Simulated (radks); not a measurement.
Problem. Species: the holmium ion Ho4+. Configuration: [Xe] 4f9. Calculated with a radial shooting solver on a logarithmic mesh with Libxc functionals: Dirac Kohn-Sham, LDA (Slater exchange, Perdew-Wang correlation), spin-unpolarised, spherical densities, finite nucleus; open shells fill j = l - 1/2 first; Fermi nuclear charge, rms radius 5.2022 fm. Some entries of the table are withheld. Estimate them.

| orbital | occ. | eigenvalue (Ry) | <1/r> (bohr^-1) |
|---|---|---|---|
| 1s1/2 | 2 | -4073.783 | 75.97 |
| 2s1/2 | 2 | -684.5000 | 18.24 |
| 2p1/2 | 2 | -651.9953 | 18.22 |
| 2p3/2 | 4 | -589.0949 | 15.88 |
| 3s1/2 | 2 | (1) | 6.665 |
| 3p1/2 | 2 | -141.7899 | 6.585 |
| 3p3/2 | 4 | -128.6608 | 5.988 |
| 3d3/2 | 4 | -104.0622 | (2) |
| 3d5/2 | 6 | -101.1918 | (3) |
| 4s1/2 | 2 | -34.03374 | 2.799 |
| 4p1/2 | 2 | -28.35872 | 2.693 |
| 4p3/2 | 4 | -25.37793 | 2.486 |
| 4d3/2 | 4 | (4) | 2.271 |
| 4d5/2 | 6 | (5) | 2.220 |
| 5s1/2 | 2 | -7.15477 | 1.095 |
| 5p1/2 | 2 | -5.50853 | 0.9841 |
| 5p3/2 | 4 | -5.05952 | 0.9156 |
| 4f5/2 | 6 | (6) | (7) |
| 4f7/2 | 3 | (8) | (9) |

Solution. 
(1) 3s1/2 eigenvalue (Ry): -156.0630
(2) 3d3/2 <1/r> (bohr^-1): 5.873
(3) 3d5/2 <1/r> (bohr^-1): 5.727
(4) 4d3/2 eigenvalue (Ry): -15.99861
(5) 4d5/2 eigenvalue (Ry): -15.45365
(6) 4f5/2 eigenvalue (Ry): -4.14639
(7) 4f5/2 <1/r> (bohr^-1): 1.730
(8) 4f7/2 eigenvalue (Ry): -4.06408
(9) 4f7/2 <1/r> (bohr^-1): 1.710
